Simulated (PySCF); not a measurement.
**Cu²⁺: ionisation energy**

Cu²⁺ [Ar] 3d9 (2D) → Cu³⁺ [Ar] 3d8 (3F), as a difference of total energies. Computed with PySCF 2.14 in aug-cc-pVTZ-PP with one added diffuse shell each of s, p, d, f, g type with ECP10MDF (7s7p6d4f3g, 113 functions), with a scalar-relativistic core potential. Correlated levels: valence: 3s2 3p6 frozen. The calculations carry no spin-orbit coupling.

Task: Order these methods by the ionisation energy they give, lowest first.
A. r2SCAN
B. PBE0
C. wB97M-V
D. MP2 (valence)

Result: A (36.154 eV), C (36.351 eV), B (36.715 eV), D (36.855 eV).

The reference lies between the lowest fine-structure levels, while these numbers refer to the centres of the terms.

Errors of the correlated levels include the incompleteness of this basis and the frozen core.

For comparison: 36.841 ± 0.012 eV (measured; NIST Atomic Spectra Database, ionization energies).
